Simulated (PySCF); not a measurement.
vinyl chloride (C2H3Cl), singlet, at a GFN2-xTB geometry; MP2/STO-3G (PySCF).

Input for PySCF:
```python
from pyscf import gto, scf, mp

mol = gto.Mole()
mol.atom = '''
    C    -0.001662    0.754022   -0.000887
    C     1.288373    1.021459   -0.013454
    Cl   -0.624479   -0.849898    0.006946
    H    -0.773014    1.508554    0.005532
    H     2.034912    0.246855   -0.019613
    H     1.633983    2.039976   -0.017955
'''
mol.basis = 'sto-3g'
mol.charge = 0
mol.spin = 0
mol.verbose = 4
mol.build()

mf = scf.RHF(mol)
mf.kernel()

pt = mp.MP2(mf)
pt.kernel()
print('E(MP2) = %.10f' % pt.e_tot)
```

The log (banner, timings and long lists left out):

```
PySCF version 2.14.0

[INPUT] verbose = 4
[INPUT] num. atoms = 6
[INPUT] num. electrons = 32
[INPUT] charge = 0
[INPUT] spin (= nelec alpha-beta = 2S) = 0
[INPUT] symmetry False subgroup None
[INPUT] Mole.unit = angstrom
[INPUT] Symbol           X                Y                Z      unit          X                Y                Z       unit  Magmom
[INPUT]  1 C     -0.001662000000   0.754022000000  -0.000887000000 AA   -0.003140724819   1.424895071897  -0.001676187072 Bohr   0.0
[INPUT]  2 C      1.288373000000   1.021459000000  -0.013454000000 AA    2.434672116284   1.930277757472  -0.025424375280 Bohr   0.0
[INPUT]  3 Cl    -0.624479000000  -0.849898000000   0.006946000000 AA   -1.180094280542  -1.606074453816   0.013126037661 Bohr   0.0
[INPUT]  4 H     -0.773014000000   1.508554000000   0.005532000000 AA   -1.460784750455   2.850753904117   0.010453964921 Bohr   0.0
[INPUT]  5 H      2.034912000000   0.246855000000  -0.019613000000 AA    3.845426367591   0.466488342480  -0.037063198481 Bohr   0.0
[INPUT]  6 H      1.633983000000   2.039976000000  -0.017955000000 AA    3.087780362195   3.854995940686  -0.033930032567 Bohr   0.0

nuclear repulsion = 89.4438767842112
number of shells = 14
number of NR pGTOs = 66
number of NR cGTOs = 22
basis = sto-3g
ecp = {}

******** <class 'pyscf.scf.hf.RHF'> ********
method = RHF
initial guess = minao
damping factor = 0
level_shift factor = 0
DIIS = <class 'pyscf.scf.diis.CDIIS'>
diis_start_cycle = 1
diis_space = 8
diis_damp = 0
SCF conv_tol = 1e-09
SCF conv_tol_grad = None
SCF max_cycles = 50
direct_scf = True
direct_scf_tol = 1e-13
Set gradient conv threshold to 3.16228e-05
Initial guess from minao.
init E= -531.204930305547
  HOMO = -0.211236553000096  LUMO = 0.180887826370384  gap/eV = 10.67025
cycle= 1 E= -531.040187865001  delta_E= 0.165  |g|= 0.274  |ddm|= 3.05
  HOMO = -0.329046304943712  LUMO = 0.243666343342374  gap/eV = 15.58430
cycle= 2 E= -531.07255563491  delta_E= -0.0324  |g|= 0.105  |ddm|= 0.575
  HOMO = -0.324692022919218  LUMO = 0.281052845791835  gap/eV = 16.48316
cycle= 3 E= -531.075859056251  delta_E= -0.0033  |g|= 0.0296  |ddm|= 0.153
  HOMO = -0.325438791421921  LUMO = 0.287988533086843  gap/eV = 16.69221
cycle= 4 E= -531.076267787035  delta_E= -0.000409  |g|= 0.006  |ddm|= 0.0612
  HOMO = -0.32748217926501  LUMO = 0.28520763495613  gap/eV = 16.67214
cycle= 5 E= -531.07628414685  delta_E= -1.64e-05  |g|= 0.00136  |ddm|= 0.0111
  HOMO = -0.327302073742307  LUMO = 0.285614029144987  gap/eV = 16.67830
cycle= 6 E= -531.076285545604  delta_E= -1.4e-06  |g|= 0.000258  |ddm|= 0.00412
  HOMO = -0.327332927190153  LUMO = 0.285609172639874  gap/eV = 16.67900
cycle= 7 E= -531.076285585303  delta_E= -3.97e-08  |g|= 6.27e-05  |ddm|= 0.000703
  HOMO = -0.327330168106874  LUMO = 0.285604655268459  gap/eV = 16.67881
cycle= 8 E= -531.076285587565  delta_E= -2.26e-09  |g|= 9.87e-06  |ddm|= 0.000152
  HOMO = -0.327328533966417  LUMO = 0.285604152680857  gap/eV = 16.67875
cycle= 9 E= -531.076285587641  delta_E= -7.66e-11  |g|= 7.81e-07  |ddm|= 3.13e-05
  HOMO = -0.3273284808218  LUMO = 0.285604066918949  gap/eV = 16.67874
Extra cycle  E= -531.076285587641  delta_E= 2.27e-13  |g|= 2.54e-07  |ddm|= 1.41e-06
converged SCF energy = -531.076285587641

******** <class 'pyscf.mp.mp2.RMP2'> ********
nocc = 16, nmo = 22
E(RMP2) = -531.2039255444  E_corr = -0.127639956758741
E(SCS-RMP2) = -531.213365598887  E_corr = -0.137080011245784
E_corr(same-spin) = -0.0185630040746601
E_corr(oppo-spin) = -0.109076952684081
E(MP2) = -531.2039255444
```
